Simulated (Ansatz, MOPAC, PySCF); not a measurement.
Noncovalent pair: CH4 (SMILES C) (first 5 atoms) with C2H6O (SMILES COC); geometry from B3LYP-D3(BJ)/def2-TZVP, rigid monomers moved along the line of their centres of mass till H5···O7 is 3.58 Å.
(charge 0, multiplicity 1):
```xyz
14

C      0.100     0.048    -0.377
H      1.147     0.285    -0.565
H     -0.509     0.434    -1.193
H     -0.019    -1.034    -0.320
H     -0.214     0.501     0.563
C      1.059     0.215     4.287
O     -0.326     0.440     4.142
C     -1.081    -0.744     4.273
H      1.434    -0.477     3.521
H      1.295    -0.200     5.276
H      1.559     1.175     4.175
H     -0.803    -1.482     3.510
H     -2.129    -0.479     4.146
H     -0.943    -1.199     5.263
```

Interaction energies are E(AB) − E(A) − E(B) at the monomers' geometry in the complex; basis-set methods are counterpoise corrected. Rows marked so take none.

Frozen-core correlation. Rows in 3-21G, 6-311+G**, 6-31G* carry no dispersion term and start afresh at each structure (6-31G* with six Cartesian d functions). MP2/6-31G* freezes PySCF's default core. The state that PM6, PM7 reach isn't checked; PM7 holds dispersion and hydrogen-bond terms.

Programs: Ansatz (a first-principles code) with Gaussian orbitals; MOPAC for PM6, PM7 (differences of heats of formation); PySCF for 3-21G rows, 6-311+G** rows, 6-31G* rows, the dispersion terms. Each number belongs to the level named beside it.

Other levels give for the interaction energy: PBE/def2-TZVPPD -12.9; B3LYP/def2-TZVPPD 0.5; B3LYP-D3(BJ)/def2-TZVPPD -20.4; wB97M-V/def2-TZVPPD -22.3; CCSD(T)/aug-cc-pVDZ -21.5 meV.

Problem. What do these common cheap choices give for the same quantity: PM6, PM7, HF/3-21G (no counterpoise), B3LYP/6-31G*, B3LYP/6-31G* (no counterpoise), B3LYP/6-311+G** (no counterpoise), M06-2X/6-31G* (no counterpoise), MP2/6-31G* (no counterpoise)?

Solution. PM6 -6.2; PM7 -27.1; HF/3-21G (no counterpoise) -11.3; B3LYP/6-31G* -0.4; B3LYP/6-31G* (no counterpoise) -10.8; B3LYP/6-311+G** (no counterpoise) -2.6; M06-2X/6-31G* (no counterpoise) -26.5; MP2/6-31G* (no counterpoise) -23.1 meV. They span -27.1 to -0.4 meV.
